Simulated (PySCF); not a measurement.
dimethyl selenide (C$_{2}$H$_{6}$Se), singlet, at a GFN2-xTB geometry. Base run: LC-WPBE/6-31G, TDA (PySCF).

Input for PySCF:
```python
from pyscf import gto, scf, dft, tdscf

mol = gto.M(
    atom='''
C     1.43882373   -0.28161146    0.81173819
Se    0.01207980    0.13138044   -0.45568920
C    -1.48063755   -0.17315764    0.76561512
H     1.32781827   -1.30795899    1.15365831
H     2.38542201   -0.16235089    0.29267292
H     1.38375150    0.40883506    1.65011250
H    -1.45690999   -1.20451030    1.10966382
H    -2.39893517    0.01538116    0.21708732
H    -1.40097676    0.51228374    1.60611801
''',
    basis='6-31g',
    verbose=3,
)

mf = dft.RKS(mol)
mf.xc = 'lc_wpbe'
mf.kernel()
td = mf.TDA()
td.nstates = 5
td.kernel()
td.analyze()
```

The base run was repeated with changes; each row names its change, and settings that it needs were set with it.

```tsv
change	first excitation (eV)	oscillator strength of the first	second (eV)	core-seconds (rough)
base	5.33	0.000	6.88	60
states = triplets	…	-	…	80
nstates = 10	5.33	0.000	6.88	60
guess vectors = 13 for 5 states	5.33	0.000	6.88	50
functional = pbe0	…	0.000	…	40
nstates = 2	5.33	0.000	6.88	40
nstates = 15	5.33	0.000	6.88	80
functional = wb97x	…	0.000	…	100
functional = hf	5.68	0.000	7.44	4
functional = blyp	4.87	0.000	6.10	50
```

### Question
Some entries are withheld; supply them.

### Answer

- states = triplets, first excitation (eV): 4.69
- states = triplets, second (eV): 5.77
- functional = pbe0, first excitation (eV): 5.17
- functional = pbe0, second (eV): 6.58
- functional = wb97x, first excitation (eV): 5.21
- functional = wb97x, second (eV): 6.72

An iterative solver can miss low states, so a row lists the states that it found.
